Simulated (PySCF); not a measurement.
Vertical excitations of a molecule C2H6ClFOSi from TDDFT-PBE/def2-SVPD in PySCF, as energy in eV (oscillator strength): 7.06 (0.059), 7.16 (0.016), 7.51 (0.017), 7.92 (0.003), 7.95 (0.024), 8.00 (0.004), 8.02 (0.016), 8.05 (0.040), 8.18 (0.025), 8.38 (0.020). Lowest triplet (TDA): 6.87 eV. Coordinates come from a B3LYP-D3(BJ)/def2-SVP optimisation. The values are those of a single conformer.

### Question
Which structure fits?
A) CCO[Si@@H](F)Cl
B) CC[Si](O)(F)Cl
C) COC[Si@@H](F)Cl
D) O[SiH2]C[C@@H](F)Cl

### Answer
B, CC[Si](O)(F)Cl
